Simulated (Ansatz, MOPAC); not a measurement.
Process, species as SMILES: B(P)(O)O [phosphanylboronic acid] → [O-]B(O)P + H+

Wanted: gas-phase deprotonation energy (enthalpy at 298 K), in kcal/mol. Conventions: valence correlation only; no spin-orbit coupling; LANL2DZ with its own core potentials from Na on; dispersion terms only where a functional's name holds one; PM7 with its own dispersion and hydrogen-bond terms; non-relativistic. Basis-set limits of correlation are two-point, X^-3; Hartree-Fock from the larger set. First-principles rows: single points at B3LYP-D3(BJ) geometries (Ansatz, a program for electronic structure), with unscaled harmonic terms from B3LYP/6-31G* (Ansatz) at its own minima. Semi-empirical rows: MOPAC heats of formation at their own minima for 298 K, the proton's as measured. Anions need diffuse functions, which STO-3G, LANL2DZ, def2-SVP, cc-pVDZ and Pople sets without + lack.

```csv
species,coefficient,"E at B3LYP/LANL2DZ (Ansatz), Eh","E at B3LYP/def2-TZVPD (Ansatz), Eh","H(298 K) - E, kcal/mol","heat of formation at PM7 (MOPAC), kcal/mol"
OB(O)P,-1,-184.27314,-519.27919,36.40,-143.03
[O-]B(O)P,+1,-183.71357,-518.71521,28.10,-197.70
H+,+1,0.00000,0.00000,1.48,365.69
```

Coupled cluster (Ansatz) is a level with limits of its own, used here on species with T1 under 0.025 (0.045 for open shells) and stable references: CCSD(T)/CBS(aug-cc-pV(T+d)Z,aug-cc-pV(Q+d)Z). Value to compare with, CCSD(T)/CBS(aug-cc-pV(T+d)Z,aug-cc-pV(Q+d)Z) (Ansatz): 348.3 kcal/mol. 1 Eh = 627.5095 kcal/mol.

Task: Work the quantity out at each level, and compare with CCSD(T)/CBS(aug-cc-pV(T+d)Z,aug-cc-pV(Q+d)Z) (Ansatz).

Result: 
- B3LYP/LANL2DZ: the sum of coefficient times E is 0.55957 Eh, or 351.14 kcal/mol; the thermal terms add -6.82. Result: 344.3 kcal/mol. Its difference against CCSD(T)/CBS(aug-cc-pV(T+d)Z,aug-cc-pV(Q+d)Z) (Ansatz) is -4.0 kcal/mol.
- B3LYP/def2-TZVPD: the sum of coefficient times E is 0.56398 Eh, or 353.90 kcal/mol; the thermal terms add -6.82. Result: 347.1 kcal/mol. Its difference against CCSD(T)/CBS(aug-cc-pV(T+d)Z,aug-cc-pV(Q+d)Z) (Ansatz) is -1.2 kcal/mol.
- PM7: the sum of coefficient times heat of formation is 311.02 kcal/mol; it needs no thermal term. Its difference against CCSD(T)/CBS(aug-cc-pV(T+d)Z,aug-cc-pV(Q+d)Z) (Ansatz) is -37.3 kcal/mol.
